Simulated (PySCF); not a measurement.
# Correlation energy of Ti (titanium, neutral)

[Ar] 3d3 4s1, high-spin 5F determinant (an excited configuration). Calculation: PySCF 2.14, in ANO-RCC-VTZP (6s5p3d2f1g, 59 functions); the spin-free X2C one-electron Hamiltonian (Gaussian nucleus). Frozen: [Ne]; 12 electrons correlated.

```tsv
level	correlation energy (mhartree)
CCSD	-362.67
(T)	-9.79
CCSD(T)	-372.46
```

Diagnostics: T1 = 0.014, D1 = 0.0521, largest double amplitude 0.044.

Task: Is a single reference adequate?

Result: Yes: T1 lies below 0.03 and no double amplitude reaches 0.07.
